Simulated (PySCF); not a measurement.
A structure optimised at PBE-D3(BJ)/def2-SVP, used in a PySCF frequency run:

```xyz
13

F     -0.9831     1.5360     0.9788
C     -0.9051     0.7603    -0.1623
C     -1.9595    -0.3845    -0.2991
C     -0.7499    -1.2847    -0.4380
C      0.1773    -0.3166    -0.1942
Si     2.0391    -0.2793    -0.0094
H     -0.8767     1.4446    -1.0410
H     -2.6749    -0.3266    -1.1480
H     -2.5278    -0.5237     0.6437
H     -0.6553    -2.3538    -0.6917
H      2.4270     0.0953     1.3951
H      2.6333     0.7410    -0.9440
H      2.5982    -1.6384    -0.3299
```
Charge 0, spin multiplicity 1.

Write its SMILES and formula.

F[C@@H]1CC=C1[SiH3], C4H7FSi

What are its rotational constants (standard atomic weights)?

4.6398, 2.0106, 1.4940 GHz
